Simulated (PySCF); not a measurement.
# Working out the excitation energy of P⁺

P⁺ [Ne] 3s2 3p2 (3P) → P⁺ [Ne] 3s1 3p3 (5S). All numbers are calculated (PySCF 2.14, the non-relativistic Hamiltonian (point nucleus), in dyall-av2z (13s9p2d, 50 functions)). Frozen: [Ne]; the 16 highest virtual orbitals dropped. Energies in hartree (1 hartree = 27.21139 eV):

```tsv
part	P⁺ (lower)	P⁺ (upper)
UHF	-340.343848	-340.199491
CCSD correlation	-0.072574	-0.025552
(T)	-0.001124	-0.000103
```

What does Hartree-Fock give?

(-340.199491) − (-340.343848) = 0.144357 hartree = 3.928 eV.

What do CCSD and CCSD(T) give?

The CCSD correlation energies differ by 0.047022 hartree = 1.280 eV and the triples by 0.001021 hartree = 0.028 eV, so CCSD gives 5.208 eV and CCSD(T) 5.236 eV.

Measured between the centres of the two terms (NIST): 5.627 eV, so CCSD(T) (valence) is off by -0.391 eV.

A double-zeta basis recovers only part of the correlation energy.

What remains against the reference includes basis incompleteness, the frozen core and higher excitations.
